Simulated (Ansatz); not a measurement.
CH₆OSeSi, SMILES `OC[SiH2][SeH]`, relaxed with RKS PBE0-D4/def2-TZVP in Ansatz from a PBE-D4/def2-SVP geometry. The force threshold is 0.005 eV/Å; the program also tests the step.

The species carries charge 0 and has multiplicity 1.

Start:

```xyz
10

O    -0.187   -1.612    0.843
C    -0.518   -0.238    0.811
Si    0.770    0.705   -0.233
Se    0.856   -0.020   -2.413
H    -0.889   -2.081    1.328
H    -0.530    0.243    1.825
H    -1.525   -0.031    0.364
H     0.418    2.169   -0.152
H     2.160    0.486    0.289
H    -0.554    0.378   -2.661
```

```csv
step,energy (eV),largest force (eV/Å),largest move (Å)
1,-76396.5847,0.766,0.000
2,-76396.6202,0.231,0.027
3,-76396.6229,0.081,0.028
4,-76396.6244,0.022,0.021
5,-76396.6246,0.011,0.008
6,-76396.6255,0.050,0.059
7,-76396.6259,0.047,0.039
8,-76396.6265,0.072,0.057
9,-76396.6268,0.057,0.019
10,-76396.6271,0.016,0.021
11,-76396.6271,0.021,0.013
12,-76396.6272,0.003,0.007
```

End:

```xyz
10

O    -0.152   -1.598    0.928
C    -0.528   -0.239    0.819
Si    0.739    0.666   -0.246
Se    0.801   -0.065   -2.403
H    -0.832   -2.071    1.413
H    -0.559    0.260    1.800
H    -1.522   -0.118    0.365
H     0.403    2.114   -0.210
H     2.106    0.437    0.279
H    -0.456    0.614   -2.746
```

It took 43 s on 4 threads of a server CPU on a shared host, with 0.52 GiB of host memory at the peak.
